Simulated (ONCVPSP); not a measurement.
**Before and after: ONCV potential for Ce (Z = 58)**

* Element: Ce (Z = 58)
* Generator: ONCVPSP 4.0.1
* Type: optimised norm-conserving Vanderbilt (ONCV)
* Functional: PW91
* Relativity: scalar-relativistic
* Frozen core: [Kr] 4d10
* Valence charge: 12
* Reference configuration: 4f1 5s2 5p6 5d1 6s1 (charge +1)
* Partial waves: 5s+6s: rc 2.65 bohr, ncon 4, nbas 8, qcut 4.6 1/bohr, 2 projectors; 5p: rc 2.05 bohr, ncon 4, nbas 8, qcut 3.9 1/bohr, 3 projectors, debl 0.7 Ha; 5d: rc 3.80 bohr, ncon 4, nbas 8, qcut 3.5 1/bohr, 1 projector; 4f: rc 1.80 bohr, ncon 4, nbas 8, qcut 10.4 1/bohr, 1 projector
* Local potential: polynomial inside 1.35 bohr (lpopt 3, dvloc0 1 Ha)
* Core correction: none

In the p channel the program set the typed energies aside and used -1.072, 0.250, 0.950 Ha.

All-electron outer shells of the reference configuration (PW91, scalar-relativistic, ld1.x):

| shell | level (eV) | outermost node (bohr) | outermost maximum (bohr) |
| --- | --- | --- | --- |
| 4d | -116.47 | 0.31 | 0.66 |
| 5s | -46.56 | 0.75 | 1.37 |
| 5p | -29.16 | 0.81 | 1.55 |
| 4f | -11.36 | – | 0.71 |
| 5d | -8.61 | 0.92 | 2.12 |
| 6s | -8.53 | 1.81 | 3.54 |

Change: all radii scaled by about 0.93 (s 2.48, p 1.92, d 3.54, f 1.68 bohr); local potential polynomial inside 1.26 bohr (lpopt 3, dvloc0 1 Ha).

Cutoffs: the cutoffs (Ha) at which the residual kinetic energy of the hardest occupied pseudo-wave falls to 1 and 0.1 mHa per electron; they do not see the model core or the augmentation charge, which bear on the density cutoff. Errors are all-electron minus pseudo energies relative to the spin-unpolarised reference configuration.

**Question.** How do hardness, ghosts and transferability respond?

**Answer.** The potential gets harder (42 Ha and 47 Ha → 45 Ha and 54 Ha); the lowest positive-energy flag moves from s at 33.3 eV to s at 14.6 eV; of the 4 tests that both files solve, the error grows in 1 and shrinks in 3 by more than 15 % and 0.3 meV (median size 9.1 → 5.0 meV); neither file shows a bound ghost. A smaller radius makes the pseudo-wave follow the all-electron one further in, where it bends more sharply, so more plane waves are needed.

| quantity | base | changed |
| --- | --- | --- |
| cutoff, loose | 42 Ha | 45 Ha |
| cutoff, tight | 47 Ha | 54 Ha |
| loose cutoff by channel | s 6.7 Ha, p 15 Ha, d 4.7 Ha, f 42 Ha | s 7.5 Ha, p 30 Ha, d 4.9 Ha, f 45 Ha |
| bound ghosts | none | none |
| GHOST(+) flags under 300 eV | s at 33.3 eV | s at 14.6 eV |
| error for 4f1 5s2 5p6 5d1 6s2, meV [ΔE -6.11 eV] | +0.1 | +0.4 |
| error for 4f1 5s2 5p6 5d1 6s0, meV [ΔE 11.11 eV] | -6.9 | -5.0 |
| error for 4f1 5s2 5p6 5d0 6s0, meV [ΔE 30.36 eV] | +61 | +38 |
| error for 4f1 5s2 5p6 5d2 6s0, meV [ΔE 0.15 eV] | +11 | +5.0 |
